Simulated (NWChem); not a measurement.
System: CH₄Si, singlet; SMILES C[SiH]

Computed with NWChem. Low-valent species are run as closed-shell singlets; no triplet was tried in these runs. The geometry was optimised at PBE-D3(BJ)/def2-SVP. Level: B3LYP/def2-SVP with SMD (1 M gas to 1 M solution), gas-phase geometry. Reactions with the solvent are ignored.

### Question
Order these by “dipole in solution (D)”, lowest first: toluene; chlorobenzene; water.

### Answer
toluene (1.25), chlorobenzene (1.36), water (1.44)
